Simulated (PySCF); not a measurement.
A structure optimised at PBE-D3(BJ)/def2-TZVPD, used in a PySCF frequency run:

```xyz
3

B      0.0000     0.0000     0.0000
H      0.0000     0.0000    -1.1861
H      0.0000     0.0000     1.1861
```
Charge +1, spin multiplicity 1.

Q: Write its SMILES, formula and point group.

A: [BH2+], BH₂, D∞h

Q: What are its rotational constants (standard atomic weights)?

A: 178.20 GHz (linear rotor, B only)
